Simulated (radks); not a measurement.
Species: Sc. Configuration: [Ar] 4s2 4p1 (not the ground configuration).

Method: scalar-relativistic Kohn-Sham, PBE, spin-unpolarised, spherical densities, finite nucleus; Fermi nuclear charge, rms radius 3.5459 fm; computed with a radial shooting solver on a logarithmic mesh with Libxc functionals.

Energy parts (eV):
total: -20787.530
kinetic: 20945.883
electron-nucleus: -49263.415
Hartree: 8581.660
exchange-correlation: -1051.658

Orbitals (lengths in bohr, moments of r in powers of bohr):
orbital  occ.  eigenvalue (eV)      <r^4>
1s          2        -4403.516  0.0001327
2s          2        -481.5183    0.03448
2p          6        -395.3663    0.02836
3s          2         -61.1592      2.708
3p          6         -39.4635      4.080
4s          2          -5.8508      270.3
4p          1          -2.5181      811.2

The highest occupied level is 4p at -2.518 eV. The density falls to 0.001 e/bohr^3 at r = 5.20 bohr. Summed over all electrons, <r^2> = 60.51 bohr^2, which gives a Langevin (diamagnetic) susceptibility term of -47.9 x 10^-6 cm^3/mol. The electron density at the nucleus is 7302 e/bohr^3 (large components only).
